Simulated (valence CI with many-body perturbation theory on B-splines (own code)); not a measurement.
Results of a calculation; reference values are marked as such.
**A CI+MBPT run for Mn XIII**

The program does CI of the valence electrons with many-body perturbation theory for a frozen closed Dirac-Fock core.

Command, and the settings that its task file holds:

```sh
python run_cv.py task.json out
```

```
atom Mn  Z=25  mass_number=55  rms_radius_fm=3.7057
core [Ne]
valence 3s2 3p2
avg = 1
basis = S
breit = 1
cap = 10000
capref = 1200
cscale = 1
de = 0.0
dress = 0
eps = 2e-08
extrap = 1
h = 0.27
hh = 1
l2 = 3
lcore = 6
maxit = 60
n2 = 5
natural = 1
nlev = 20
nno = [3, 3, 3, 2, 1]
nroot = 26
nsp = [3, 3, 2, 1, 0]
pt2 = 1
qed = 1
rpa = 1
s1 = 1
s2 = 1
s3 = 1
screen = 1
tol = 2e-05
whole = 1
```

(1) What became of the run, and why?

Results:

(1) It gave no result: the electrons of core and valence do not add up to the charge. The program said: "core and valence hold 14 electrons, the ion has 13".
